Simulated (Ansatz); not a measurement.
Isolated molecules relaxed with PBE0-D4/def2-TZVP in Ansatz; ΔE leaves out vibrations. CBS: MP2 limit from def2 TZ/QZ plus the TZ coupled-cluster correction, frozen cores. This one scheme is used for every species. DFT in def2-TZVPP. B3LYP here is the variant with VWN-RPA as its local correlation; programs differ in this. One conformer a species, not always the lowest.

Reaction (ligand exchange at the Si–C bond): `C[SiH](O)CS` + H₂S → `C[SiH](O)S` + CH₃SH

Question: Is it downhill or uphill in electronic energy at CCSD(T)/CBS, and by how much? (An estimate is asked.)

Answer: The calculation gave: Downhill: ΔE = -66.0 kJ/mol.

Question: What do these levels give: PBE-D4, r2SCAN-D4, PBE0-D4, B3LYP-D4, ωB97X-V, r2SCAN, B3LYP, MP2/def2-TZVPP, CCSD/def2-TZVPP, CCSD(T)/def2-TZVPP, MP2/CBS(def2), CCSD/CBS(def2)? (Best estimate.)

Answer: The calculation gave: PBE-D4 -68.0, r2SCAN-D4 -70.2, PBE0-D4 -69.0, B3LYP-D4 -67.0, ωB97X-V -67.7, r2SCAN -71.7, B3LYP -73.7, MP2/def2-TZVPP -67.5, CCSD/def2-TZVPP -65.7, CCSD(T)/def2-TZVPP -64.4, MP2/CBS(def2) -69.0, CCSD/CBS(def2) -67.3 kJ/mol.

Largest T1 diagnostic among the species: 0.011.

In def2-TZVPP, CCSD(T) changes the Hartree–Fock value by +13.6 kJ/mol (the triples alone add +1.3 kJ/mol) and MP2 by +10.6 kJ/mol. The D4 term adds +6.6 kJ/mol with B3LYP and +3.9 kJ/mol with PBE0; it sums over pairs of atoms, weighted by their polarisabilities, and B3LYP, whose exchange is more repulsive, gets the larger term.
